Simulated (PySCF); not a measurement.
Species: C3H7Cl3O2Si.
Geometry (PBE0-D3(BJ)/def2-SVP, Å), atoms numbered from 1 in this order:
```
atom  x, y, z in Å
C1     2.994    1.961   -1.098
O2     1.773    1.297   -1.290
Si3    0.373    1.797   -1.987
O4    -0.797    0.697   -1.679
C5    -1.235    0.240   -0.423
C6    -0.104    3.500   -1.222
Cl7    1.004    4.739   -1.880
Cl8   -1.777    3.900   -1.665
Cl9    0.056    3.441    0.552
H10    2.887    2.804   -0.396
H11    3.714    1.245   -0.675
H12    3.406    2.348   -2.045
H13    0.448    1.984   -3.453
H14   -0.389   -0.005    0.239
H15   -1.865    0.996    0.075
H16   -1.836   -0.669   -0.576
```

Computed with TDDFT wB97X-D/def2-SVPD, vertical, gas phase, core orbitals frozen in the response (PySCF).

Ground-to-excited transition dipoles (e·a0, same axes as the geometry; the sign carries no meaning), for the states with f of 0.002 or more among the lowest 8:

| state | E (eV) | μx | μy | μz |
| --- | --- | --- | --- | --- |
| S1 | 6.113 | -0.017 | 0.178 | 0.059 |
| S3 | 6.712 | -0.032 | -0.040 | 0.154 |
| S4 | 6.771 | -0.117 | -0.035 | 0.009 |
| S5 | 7.281 | -0.143 | 0.130 | -0.461 |
| S6 | 7.338 | 0.141 | -0.018 | 0.158 |
| S7 | 7.342 | -0.491 | -0.194 | 0.189 |
| S8 | 7.409 | 0.184 | 0.018 | 0.044 |

Problem. Work out the oscillator strengths.

Solution. f = (2/3) ΔE |μ|² with ΔE in hartree (27.2114 eV).

| state | \|μ\|² (au) | \|μ\| (D) | f |
| --- | --- | --- | --- |
| S1 | 0.035 | 0.48 | 0.005 |
| S3 | 0.026 | 0.41 | 0.004 |
| S4 | 0.015 | 0.31 | 0.002 |
| S5 | 0.250 | 1.27 | 0.045 |
| S6 | 0.045 | 0.54 | 0.008 |
| S7 | 0.315 | 1.43 | 0.057 |
| S8 | 0.036 | 0.48 | 0.007 |

Problem. What angle do the transition dipoles of S5 and S7 make?

Solution. |cos θ| = |μa·μb| / (|μa| |μb|) = 0.15, so θ ≈ 81° (taken between 0 and 90°, since the signs are arbitrary).

Problem. How is the summed strength of these states shared among x, y and z?

Solution. (2/3) Σ ΔE μα² gives 0.059 for x, 0.015 for y and 0.054 for z, 0.128 in all.

Problem. What peak molar absorption coefficient would the strongest computed level give as a lone Gaussian band 0.4 eV wide at half height?

Solution. ε(max) = 2.175×10⁸ f / FWHM, with the width in cm⁻¹. S7: 2.175×10⁸ × 0.0566 / 3226 ≈ 3800 L mol⁻¹ cm⁻¹.

All these states lie below the vertical ionisation energy of 10.12 eV (ΔSCF).

Hardware: an Arm Neoverse V1 with one thread, no GPU, shared host. Cost: 6.9 min wall, 1.4 GiB resident at most.

One conformer stands for the species.
